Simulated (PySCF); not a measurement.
**`C[C@@H]1[C@H]2C[C@@H](C)[C@@H]12`, C7H12**

Geometry:
```json
{"atom": "C1", "x (Å)": "1.523", "y (Å)": "0.295", "z (Å)": "2.285"}
{"atom": "C2", "x (Å)": "0.903", "y (Å)": "0.006", "z (Å)": "0.944"}
{"atom": "C3", "x (Å)": "0.810", "y (Å)": "1.123", "z (Å)": "-0.048"}
{"atom": "C4", "x (Å)": "0.296", "y (Å)": "0.601", "z (Å)": "-1.384"}
{"atom": "C5", "x (Å)": "-1.007", "y (Å)": "0.118", "z (Å)": "-0.679"}
{"atom": "C6", "x (Å)": "-1.429", "y (Å)": "-1.331", "z (Å)": "-0.809"}
{"atom": "C7", "x (Å)": "-0.439", "y (Å)": "0.608", "z (Å)": "0.654"}
{"atom": "H8", "x (Å)": "1.284", "y (Å)": "1.317", "z (Å)": "2.620"}
{"atom": "H9", "x (Å)": "2.620", "y (Å)": "0.206", "z (Å)": "2.247"}
{"atom": "H10", "x (Å)": "1.155", "y (Å)": "-0.402", "z (Å)": "3.055"}
{"atom": "H11", "x (Å)": "1.116", "y (Å)": "-0.998", "z (Å)": "0.553"}
{"atom": "H12", "x (Å)": "1.336", "y (Å)": "2.069", "z (Å)": "0.109"}
{"atom": "H13", "x (Å)": "0.111", "y (Å)": "1.386", "z (Å)": "-2.130"}
{"atom": "H14", "x (Å)": "0.914", "y (Å)": "-0.185", "z (Å)": "-1.851"}
{"atom": "H15", "x (Å)": "-1.841", "y (Å)": "0.772", "z (Å)": "-0.980"}
{"atom": "H16", "x (Å)": "-1.712", "y (Å)": "-1.572", "z (Å)": "-1.846"}
{"atom": "H17", "x (Å)": "-0.616", "y (Å)": "-2.017", "z (Å)": "-0.521"}
{"atom": "H18", "x (Å)": "-2.295", "y (Å)": "-1.551", "z (Å)": "-0.165"}
{"atom": "H19", "x (Å)": "-1.021", "y (Å)": "1.083", "z (Å)": "1.450"}
```

The calculation used PySCF, TDDFT B3LYP/def2-SVPD circular dichroism and optical rotation, one conformer, gas phase. Geometry: PBE0-D3(BJ)/def2-SVP.

States above about 7.0 eV lie in this functional's continuum (it starts at minus the energy of the highest occupied orbital, well below the true ionisation energy for most functionals) and depend on the basis.

(1) What are the CIP labels of the stereocentres?

(2) Which excitations and rotatory strengths does the calculation give?

Results:

(1) C2 R, C3 R, C5 R, C7 S.

(2) Rotatory strengths R in 10⁻⁴⁰ esu² cm², velocity form and length form (origin at the centre of mass); f in length form.
```csv
state,E (eV),λ (nm),f,R (velocity),R (length),main
1,6.80,182,0.006,-10.1,-10.1,HOMO→LUMO 0.91
2,7.04,176,0.017,-2.1,-1.2,"HOMO→LUMO+2 0.64, HOMO→LUMO+1 0.27"
3,7.10,175,0.016,+6.2,+6.6,"HOMO→LUMO+1 0.67, HOMO→LUMO+2 0.26"
4,7.17,173,0.002,-6.1,-4.8,HOMO−1→LUMO 0.94
5,7.31,170,0.008,+19.9,+18.4,HOMO→LUMO+3 0.85
6,7.35,169,0.005,-6.4,-7.2,"HOMO−1→LUMO+1 0.52, HOMO−1→LUMO+2 0.38"
7,7.43,167,0.021,+13.9,+12.8,"HOMO−1→LUMO+2 0.52, HOMO−1→LUMO+1 0.41"
8,7.65,162,0.008,+2.7,+2.8,HOMO−1→LUMO+3 0.96
```

Among the states computed, the strongest CD band (largest |R|) is state 5. The largest dissymmetry factor in size, g = 4R/(D+G), with D and G the electric and magnetic dipole strengths, is -0.031 for state 4 (velocity form, f = 0.002), among bands with |R| over 0.5. The mirror image has the same energies and oscillator strengths and all R with the opposite sign.
